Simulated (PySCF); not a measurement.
methyl(prop-2-ynyl)silane (C4H8Si), SMILES C#CC[SiH2]C.

Geometry: B3LYP-D3(BJ)/def2-SVP. The values are those of a single conformer.

All values below come from PySCF with B3LYP/def2-TZVP.

Symmetry labels are those of the subgroup Cs that the program uses (full group Cs).

Q: List the valence orbital energies around the gap with their symmetry. (Estimate from the structure and the level; the computed values follow.)

A: 
| orbital | symmetry | energy (eV) |
|---|---|---|
| HOMO−7 | A" | -12.13 |
| HOMO−6 | A' | -11.27 |
| HOMO−5 | A" | -11.26 |
| HOMO−4 | A' | -9.72 |
| HOMO−3 | A" | -9.11 |
| HOMO−2 | A' | -9.00 |
| HOMO−1 | A" | -7.42 |
| HOMO | A' | -7.07 |
| LUMO | A' | 0.54 |
| LUMO+1 | A' | 0.67 |
| LUMO+2 | A" | 0.85 |
| LUMO+3 | A' | 0.88 |
